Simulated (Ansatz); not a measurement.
`CC[SiH](F)F` from Hartree–Fock to CCSD(T)

```xyz
11

C    -0.9477    0.4103    0.9744
C     0.3013    0.6419    0.1235
Si    0.7232   -0.7640   -0.9967
F     0.9492   -2.0882   -0.1417
F    -0.4982   -1.0627   -1.9737
H    -1.1521    1.2694    1.6168
H    -1.8286    0.2464    0.3501
H    -0.8333   -0.4647    1.6177
H     1.1742    0.8310    0.7594
H     0.1861    1.5372   -0.4989
H     1.9259   -0.5565   -1.8309
```

Total charge 0; spin multiplicity 1. All single points use the PBE0-D4/def2-TZVP geometry. It is one conformer, not always the lowest. Frozen core, restricted reference, Ansatz. CBS rows extrapolate triple and quadruple zeta; past MP2 they add the triple-zeta difference.

```json
{"basis": "def2-SVP", "HF (Eh)": "-566.86757", "MP2 corr.": "-0.75309", "CCSD corr.": "-0.79634", "(T)": "?", "CCSD(T) total": "?"}
{"basis": "def2-TZVPP", "HF (Eh)": "-567.32777", "MP2 corr.": "-0.97090", "CCSD corr.": "-1.00578", "(T)": "?", "CCSD(T) total": "?"}
{"basis": "def2-QZVPP", "HF (Eh)": "-567.35078", "MP2 corr.": "?", "CCSD corr.": "–", "(T)": "–", "CCSD(T) total": "–"}
{"basis": "CBS(def2)", "HF (Eh)": "-567.35395", "MP2 corr.": "?", "CCSD corr.": "-1.14660", "(T)": "as TZ", "CCSD(T) total": "?"}
```

Fill in the withheld values. (Best estimate.)

The calculation gave: def2-SVP (T): -0.01633; def2-SVP CCSD(T) total: -567.68024; def2-TZVPP (T): -0.03208; def2-TZVPP CCSD(T) total: -568.36563; def2-QZVPP MP2 corr.: -1.05180; CBS(def2) MP2 corr.: -1.11172; CBS(def2) CCSD(T) total: -568.53263.
